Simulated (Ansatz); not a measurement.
Isomers of Cl2FH3Si2, relaxed with PBE0-D4/def2-TZVP in Ansatz; electronic energies, one conformer each and not always the lowest. Functionals use def2-TZVPP; CBS adds triple-zeta CCSD(T) − MP2 to the MP2 limit of def2-TZVPP and def2-QZVPP.

Order them by energy at frozen-core CCSD(T)/CBS, lowest first. (Estimate.)
A. `F[SiH2][SiH](Cl)Cl`
B. `F[SiH](Cl)[SiH2]Cl`
C. `F[Si]([SiH3])(Cl)Cl`

C (0.0 kcal/mol), B (4.4 kcal/mol), A (6.2 kcal/mol).

How do HF/CBS(def2), B3LYP-D4, B2PLYP, r2SCAN-D4 place them (kcal/mol, against `F[Si]([SiH3])(Cl)Cl`)? (Best estimate.)

Computed: 
```csv
isomer,HF/CBS(def2),B3LYP-D4,B2PLYP,r2SCAN-D4
`F[SiH](Cl)[SiH2]Cl`,2.5,4.6,4.2,5.2
`F[SiH2][SiH](Cl)Cl`,4.7,6.3,6.1,7.2
```

B3LYP here is the variant with VWN-RPA as its local correlation; programs differ in this.
